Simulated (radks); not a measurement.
Results of a calculation; reference values are marked as such.
All-electron atom: Ti1.5+ in [Ar] 3d(3/2: 1.5, 5/2: 0) 4s1 (fractional occupations, a model configuration).

Code: a radial shooting solver on a logarithmic mesh with Libxc functionals. Model: Dirac Kohn-Sham, LDA (Slater exchange, Perdew-Wang correlation), spin-unpolarised, spherical densities, point nucleus.

Energy parts (eV):
part                      energy
total                 -23161.996
kinetic                23375.733
electron-nucleus      -54863.548
Hartree                 9405.338
exchange-correlation   -1079.519

Orbitals (lengths in bohr, moments of r in powers of bohr):
[
 {"orbital": "1s1/2", "occ.": "2", "eigenvalue (eV)": "-4869.898", "<r^4>": "0.0001100"},
 {"orbital": "2s1/2", "occ.": "2", "eigenvalue (eV)": "-550.2268", "<r^4>": "0.02779"},
 {"orbital": "2p1/2", "occ.": "2", "eigenvalue (eV)": "-462.5528", "<r^4>": "0.02186"},
 {"orbital": "2p3/2", "occ.": "4", "eigenvalue (eV)": "-456.7974", "<r^4>": "0.02256"},
 {"orbital": "3s1/2", "occ.": "2", "eigenvalue (eV)": "-76.6327", "<r^4>": "2.186"},
 {"orbital": "3p1/2", "occ.": "2", "eigenvalue (eV)": "-53.4829", "<r^4>": "3.177"},
 {"orbital": "3p3/2", "occ.": "4", "eigenvalue (eV)": "-52.8052", "<r^4>": "3.272"},
 {"orbital": "3d3/2", "occ.": "1.5", "eigenvalue (eV)": "-17.9850", "<r^4>": "14.74"},
 {"orbital": "3d5/2", "occ.": "0", "eigenvalue (eV)": "-17.9301", "<r^4>": "14.88"},
 {"orbital": "4s1/2", "occ.": "1", "eigenvalue (eV)": "-14.7172", "<r^4>": "148.2"}
]

The highest occupied level is 4s1/2 at -14.717 eV. The configuration is held as typed, so some empty levels lie below it. Summed over all electrons, <r^2> = 25.03 bohr^2, which gives a Langevin (diamagnetic) susceptibility term of -19.8 x 10^-6 cm^3/mol.
